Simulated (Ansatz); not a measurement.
WF₆. Charge 0, multiplicity 3. Geometry PBE-D4/def2-SVP, that of the neutral singlet; atoms count from 1.

Cartesian coordinates in Å:
```
W -0.0001 0.0000 0.0000
F 0.5553 0.5726 -1.6814
F -0.5553 -0.5726 1.6815
F -0.8761 1.6208 0.2626
F 0.8762 -1.6207 -0.2626
F 1.5451 0.7132 0.7532
F -1.5452 -0.7132 -0.7533
```

In the def2 sets W takes a core potential; there is no spin–orbit coupling. At PBE0-D4/def2-TZVP a singlet of charge 0 lies 5.45 eV below the triplet at the same geometry.

Q: Estimate the Mulliken populations from the PBE0/def2-TZVP orbitals of Ansatz.

A: 
| atom | charge (e) | spin (α − β) | d electrons |
| --- | --- | --- | --- |
| W1 | 1.56 | 0.84 | 3.26 |
| F2 | -0.22 | 0.30 | – |
| F3 | -0.22 | 0.30 | – |
| F4 | -0.34 | -0.02 | – |
| F5 | -0.34 | -0.02 | – |
| F6 | -0.22 | 0.30 | – |
| F7 | -0.22 | 0.30 | – |
Mulliken values depend strongly on the basis.

Q: Where does the spin sit?

A: Summed by element: W 0.84, F 1.16, of 2 unpaired in all. Largest on single atoms: W1 0.84, F6 0.30, F2 0.30.

Q: And the Mayer bond orders between heavy atoms (over 0.3)?

A: W1–F2 0.83 (1.86 Å); W1–F3 0.83 (1.86 Å); W1–F4 1.05 (1.86 Å); W1–F5 1.05 (1.86 Å); W1–F6 0.83 (1.86 Å); W1–F7 0.83 (1.86 Å).
